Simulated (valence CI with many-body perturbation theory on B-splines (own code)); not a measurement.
Ne4+: what the settings do

Method: valence CI with perturbative core correlation (CI+MBPT): four valence electrons over a frozen Dirac-Fock core [He], radial functions for each j: 6 s, 6 p, 5 d, 3 f, 1 g, with the one-electron correlation potential Σ1, the two-electron term Σ2, the three-electron term Σ3, Breit, model QED; selected CI, second order for the rest, scaled by the run's own slope (own B-spline code, finite nucleus).

Against 13 measured levels this calculation errs by 218 cm⁻¹ on average and by 550 at most. These come from a selection out of NIST levels in Podobedova, Fuhr, Reader and Wiese, J. Phys. Chem. Ref. Data 33, 525 (2004). Levels without a partner in it may be off by more.

The reference run has the lowest level 2s²2p² ³P_0 and an ionisation energy of 126.248 eV. Its largest variational space holds 10818 state functions.

Changed runs:
A. scale of Σ1 1 → 0; scale of Σ2 1 → 0; three-electron term on → off
B. shift of the energy in Σ1 (hartree) 0 → -0.533
C. natural orbitals for correlation on → off
D. size limit of the variational space 10000 → 100; second order for the rest on → off (bad on purpose)

Excitation energies of the reference run in cm⁻¹, and shifts in cm⁻¹:

```csv
Level,Reference,A,B,C,D
2s²2p² ³P_1,411,-3.9,0,+0.3,+1523
2s²2p² ³P_2,1108,-11,-0.1,+1.1,+1886
2s²2p² ¹D_2,30592,-59,-0.5,+2453,+4208
2s²2p² ¹S_0,64397,-319,-0.6,+730,+2895
2s2p³ ⁵S°_2,87930,+756,+4.8,-6310,+563
2s2p³ ³D°_3,175975,+1070,+4.0,+1776,+6056
2s2p³ ³D°_2,176044,+1069,+4.0,+1779,+6076
2s2p³ ³D°_1,176068,+1069,+4.0,+1781,+5079
2s2p³ ³P°_2,208472,+970,+3.6,+2042,+8890
2s2p³ ³P°_1,208477,+971,+3.6,+2043,+8689
2s2p³ ³P°_0,208509,+970,+3.6,+2044,+5455
2s2p³ ¹D°_2,271114,+2197,+3.5,+8193,+10984
Ionisation energy (eV),126.248,-0.124,-0.0017,-0.356,-0.110
```
